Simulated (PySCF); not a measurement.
ZnH2, optimised at B3LYP/6-31G*:

```xyz
3

Zn     0.0000     0.0000     0.0000
H      0.8983     0.9102    -0.8595
H     -0.8983    -0.9102     0.8595
```

Method: PySCF energies (xtb for GFN2) plus ideal-gas RRHO corrections (1 bar). 6-31G* has spherical d functions here. All species are closed-shell singlets. B3LYP is the form with VWN-RPA correlation. Zn: all electrons, no relativistic terms. ZnH2: computed as isolated molecules; such fragments, hydroxides, amides, oligomers or adducts are transient or little studied in the gas.

Q: List the harmonic frequencies (cm⁻¹, unscaled) at this level and at the other levels, each on its own geometry.

A: 
- B3LYP/6-31G*: 516, 516, 1852, 1883
- GFN2-xTB: 405, 405, 1687, 1735
- HF/6-31G*: 543, 543, 1836, 1846
- PBE/def2-SVP: 635, 635, 1807, 1816
- PBE0/def2-TZVP: 652, 652, 1896, 1899
